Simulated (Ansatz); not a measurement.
ClGaGeH4, SMILES `[Cl][GaH][GeH3]`. Total charge 0; spin multiplicity 1.

Cartesian coordinates in Å:
```
Cl 2.815 0.625 0.273
Ga 0.744 0.711 0.876
Ge -0.773 -0.518 -0.581
H 0.499 1.556 2.169
H -0.727 0.081 -1.996
H -0.334 -1.989 -0.665
H -2.224 -0.466 -0.075
```

(1) What are the harmonic wavenumbers in cm⁻¹ at PBE0-D4/def2-TZVP (Ansatz, finite differences of forces, unscaled)? (An estimate is asked.)

(2) Is this a minimum?

(3) Give the ideal-gas thermochemistry at 298.15 K and 1 bar (rigid rotor, harmonic oscillator; point group Cs, symmetry number 1).

(4) And at 400, 500, 600, 800 and 1000 K?

Results:

(1) Computed: 19, 84, 253, 334, 407, 439, 478, 614, 785, 879, 881, 1984, 2143, 2154, 2155.

(2) Yes, all 15 modes are real.

(3) Zero-point energy 81.4 kJ/mol; H(298) − E = 101.0 kJ/mol; entropy 361.3 J/(mol·K), of which translation 173.7, rotation 116.8, vibration 70.8; G(298) − E = -6.7 kJ/mol. Modes under 100 cm⁻¹ are hindered rotations or soft bends, so the harmonic entropy is rough.

(4) 
| T (K) | H − E (kJ/mol) | S (J/mol/K) | G − E (kJ/mol) |
| --- | --- | --- | --- |
| 400 | 111.1 | 390.3 | -45.0 |
| 500 | 121.9 | 414.4 | -85.3 |
| 600 | 133.5 | 435.4 | -127.8 |
| 800 | 158.3 | 471.1 | -218.6 |
| 1000 | 184.9 | 500.8 | -315.9 |
